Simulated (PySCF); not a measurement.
Compound: C6H9NOSi.
Structure used (GFN2-xTB), in Å, numbered top down from 1:
```
atom  x, y, z in Å
Si1    2.089    0.844    0.443
C2     1.627    0.014   -1.233
C3     1.084   -1.338   -1.001
N4    -0.046   -1.657   -0.506
C5    -0.948   -0.769   -0.034
C6    -2.238   -1.031    0.362
C7    -2.764    0.186    0.844
C8    -1.768    1.107    0.723
O9    -0.669    0.554    0.186
H10    1.615    0.059    1.579
H11    1.578    2.213    0.471
H12    3.555    0.876    0.496
H13    2.493   -0.032   -1.889
H14    0.867    0.638   -1.703
H15    1.713   -2.183   -1.263
H16   -2.730   -1.979    0.305
H17   -3.747    0.355    1.233
H18   -1.720    2.148    0.975
```

NICS is the negative of the GIAO shielding at a point without a nucleus: at the ring centre (0) and 1 Å above and below it (1); zz is the component along the ring normal. Level: GIAO PBE0/pcSseg-1 (PySCF, non-relativistic, gas phase) on the GFN2-xTB geometry, one conformer.

Ring bond lengths (Å), with Mayer bond orders in brackets: C5–C6 1.374 (1.50), C6–C7 1.411 (1.28), C7–C8 1.361 (1.59), C8–O9 1.342 (1.06), O9–C5 1.370 (0.97).

Task: Give the NICS values of each ring in ppm.

Result: 
```csv
ring,type,NICS(0),"NICS(1), two faces","NICS(1)zz, two faces",rms pucker (Å),"centre to ring atoms, mean (Å)"
C5–C6–C7–C8–O9,5-membered ring with O; formal bonds all aromatic,-11.4,-9.7 / -9.6,-24.6 / -24.6,0.00,1.17
```

Task: What can be read from them?

Result: 
- C5–C6–C7–C8–O9: mean NICS(1)zz -24.6 ppm, shielded. For a flat ring without four-coordinate atoms the NICS criterion counts such a value as aromatic.

Task: And the bond-length index? HOMA takes Krygowski's 1993 parameters.

Result: 
- C5–C6–C7–C8–O9: HOMA 0.39; the largest term is that of O9–C5, α(R − Ropt)² = 1.73.

Task: At the first NICS(1) probe listed for ring C5–C6–C7–C8–O9, 1 Å off the ring, what do the in-plane components average?

Result: The isotropic value is a third of the trace: (3 × -9.7 − (-24.6))/2 = -2.2 ppm.

Task: What are the shieldings of the ring atoms and their hydrogens in the same run (means over atoms taken as equivalent)?

Result: 
```tsv
atoms	environment	σ isotropic (ppm)	principal values of the symmetric part, first atom (ppm)
C5	aromatic carbon bearing nitrogen	24.9	-42.5, 39.6, 77.5
C6	aromatic CH carbon	68.8	-3.7, 52.8, 157.2
C7	aromatic CH carbon	66.8	-23.4, 60.2, 163.6
C8	aromatic CH next to a ring oxygen	44.0	-39.9, 62.2, 109.6
O9	furan-type oxygen	45.6	-104.8, -4.7, 246.4
H16	aromatic hydrogen	24.84	22.3, 25.6, 26.6
H17	aromatic hydrogen	24.89	23.1, 25.4, 26.1
H18	aromatic hydrogen	24.30	20.8, 25.4, 26.7
```

On one thread, Arm Neoverse V1 (aarch64), no GPU (shared host), this took 41 s wall and 0.92 GiB of memory at its peak. This is the whole shielding run at PBE0/pcSseg-1, SCF included.
